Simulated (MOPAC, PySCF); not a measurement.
H₇GaSSi₂, SMILES `[SiH3][Ga]([SH])[SiH3]` (Si–Ga–S–H torsion 1°), neutral singlet in the gas phase. 

Cartesian coordinates (Å):
SMILES: [Ga]([SiH3])([SH])[SiH3]
```xyz
11

Si     2.0155    -0.5632    -0.4356
Ga    -0.0903     0.4516     0.1544
Si    -2.2952    -0.5206     0.1253
S     -0.0361     2.5565     0.8241
H      1.9519    -1.1576    -1.7996
H      2.3410    -1.6567     0.5224
H      3.1263     0.4280    -0.4065
H     -3.3271     0.4035     0.6673
H     -2.3114    -1.7740     0.9300
H     -2.6667    -0.8768    -1.2729
H      1.2919     2.7093     0.6912
```
Charge 0, spin multiplicity 1.

All levels are single points at this geometry (PBE0-D3(BJ)/def2-TZVP); Pople sets use spherical d functions. Orbital energies aren't observables, and empty levels follow the basis.

| level | HOMO (eV) | LUMO (eV) | gap (eV) | dipole (D) | vertical IE, Delta-SCF (eV) |
|---|---|---|---|---|---|
| M06-2X/def2-TZVP in PySCF | -8.28 | -1.41 | 6.87 | 1.15 | 9.17 |
| B3LYP/3-21G in PySCF | -7.33 | -2.07 | 5.26 | 1.68 | – |
| B3LYP/6-311+G** (LANL2DZ on Ga) in PySCF | -7.35 | -2.23 | 5.12 | 1.31 | – |
| B3LYP/6-31G* in PySCF | -7.14 | -2.10 | 5.04 | 1.26 | – |
| B3LYP/LANL2DZ in PySCF | -7.51 | -2.09 | 5.42 | 1.73 | – |
| PBE/6-31G* in PySCF | -6.34 | -2.63 | 3.71 | 1.19 | – |
| HF/3-21G in PySCF | -9.91 | 0.64 | 10.55 | 2.10 | – |
| HF/6-31G* in PySCF | -9.75 | 0.80 | 10.55 | 1.55 | 8.73 |
| AM1 in MOPAC | -9.79 | -2.01 | 7.78 | 1.59 | – |
